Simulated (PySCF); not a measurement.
**Ar²⁺ (argon, charge +2) across methods**

[Ne] 3s2 3p4, high-spin 3P determinant. Calculation: PySCF 2.14, in aug-cc-pwCVTZ (8s7p5d3f, 75 functions); the non-relativistic Hamiltonian (point nucleus).

```tsv
method	E (hartree)	mean ε 3s β (eV)	mean ε 3p α (eV)	mean ε 3p β (eV)	Σ⟨r²⟩ (bohr²)	⟨S²⟩
UHF	-525.30951	-55.684	-43.565	-40.441	15.71	2.010
BHandHLYP	-525.9659	-52.786	-40.254	-37.742	15.66	2.005
LDA	-524.3312	-48.707	-36.455	-34.111	15.66	2.002
MN15	-525.9016	-51.078	-39.269	-37.123	15.51	2.002
r2SCAN	-525.9156	-48.770	-37.159	-34.606	15.61	2.006
PBE0	-525.7911	-50.678	-38.500	-36.027	15.62	2.004
PBE	-525.7492	-48.521	-36.484	-34.175	15.64	2.003
M06	-525.9350	-50.671	-38.207	-35.714	15.55	2.003
M06-L	-525.9477	-48.918	-37.003	-34.337	15.48	2.005
```
